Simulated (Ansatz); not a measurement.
`FC(F)(Br)C(F)(Cl)Br` + H₂ → `FC(Cl)Br` + `FC(F)Br` at 298.15 K and 1 bar (hydrogenolysis of a C–C bond).

Calculated with Ansatz (gas phase, PBE0-D4/def2-TZVP geometries, no zero-point term in ΔE). CBS: MP2 limit from def2 TZ/QZ plus the TZ coupled-cluster correction, frozen cores. This one scheme is used for every species. For Br outer-core shells are correlated without core-valence functions, which leaves a few kJ/mol of doubt a bond. Scalar relativity is left out up to krypton. One conformer a species, not always the lowest.

| species | CCSD(T)/CBS energy (Eh) | H − E (kJ/mol) | S (J/(mol·K)) |
| --- | --- | --- | --- |
| `FC(F)(Br)C(F)(Cl)Br` | -5981.86283 | 84.1 | 399.2 |
| H₂ | -1.17544 | 35.1 | 130.4 |
| `FC(Cl)Br` | -3171.52249 | 69.2 | 304.8 |
| `FC(F)Br` | -2811.54081 | 73.0 | 292.9 |

H − E and S are ideal-gas, rigid-rotor, harmonic terms from PBE0-D4/def2-TZVP, for one conformer and one mirror image of each species. For small species the MP2-based limit differs from directly extrapolated CCSD(T) by up to some mEh (0.8 for H₂); such offsets cancel only in part. 1 Eh = 2625.50 kJ/mol, R = 8.31446 J/(mol·K).

Problem. By hand: ΔE, ΔH, ΔS and ΔG.

Solution. ΔE = (-3171.52249) + (-2811.54081) − (-5981.86283) − (-1.17544) = -0.02503 Eh = -65.7 kJ/mol. Δ(H − E) = 69.2 + 73.0 − 84.1 − 35.1 = 23.0, so ΔH = -42.7 kJ/mol. ΔS = 304.8 + 292.9 − 399.2 − 130.4 = 68.1 J/(mol·K). ΔG = -42.7 − 298.15 × (68.1)/1000 = -63.0 kJ/mol.

Problem. By hand: the equilibrium constant, and the temperature at which ΔG would vanish if ΔH and ΔS stayed fixed.

Solution. log₁₀ K = −ΔG/(RT ln 10) = 11.0. ΔH and −TΔS have one sign here, so there is no such temperature.

TΔS isn't small against ΔH here. A doubt of 5 kJ/mol in ΔE shifts log₁₀ K by 0.9 here. Other conformers and mirror images would add mixing entropy, several J/(mol·K) or more a flexible species. These are equilibria of isolated gas molecules and say nothing of rates. Largest T1 diagnostic: 0.010 (customary marks: 0.02 for closed shells, 0.045 for open ones).
